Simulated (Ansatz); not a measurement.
Several settings on one geometry of SiSe₂⁺ (that of the charge 1 doublet, r2SCAN-D4/def2-TZVP). Ansatz on 4 threads of Arm Neoverse V2 on a shared host; times are rough.

```csv
atom,x (Å),y (Å),z (Å)
Si1,-0.581,-1.235,-0.010
Se2,-0.747,1.106,-0.027
Se3,1.328,0.129,0.037
```

Totals from different functionals, basis sets or treatments of relativity can't be compared as stabilities.

The 6-31G sets use Cartesian d functions. Correlated methods freeze 23 core orbitals; core or outer-core shells of Se are correlated, in sets that lack core-valence functions.

Scalar relativity in a set contracted without it gives distorted totals.

The spins typed aren't always the lowest for that charge.

Q: Give the basis size and estimate the energy, ⟨S²⟩ and time of these runs.

```
run                  method  charge    state                                                                                                                                                        further keys
  1     UKS revPBE0/cc-pVDZ       1  doublet                                                                                                           scf: {omitted_lower_state_checks: [starts]}; forces asked
  2       RKS ωB97X-V/6-31G       2  singlet                                     point_charges: [{charge: 0.50, position_ang: [6.176, 0.832, 0.367]}]; scf: {omitted_lower_state_checks: [starts]}; forces asked
  3  UKS B2PLYP/aug-cc-pVDZ       1  doublet  final_grid: {core_spheres: 20, valence_spheres: 16, degree: 47}; pseudopotentials: {relativity: scalar}; scf: {omitted_lower_state_checks: [starts]}; forces asked
```

A: 
| run | functions | energy (Eh) | ⟨S²⟩ | wall time |
| --- | --- | --- | --- | --- |
| 1 | 72 | -5091.8964 | 0.76 | 1.8 s |
| 2 | 71 | -5090.3469 | – | 2.7 s |
| 3 | 99 | -5135.6950 | 0.78 | 15 s |
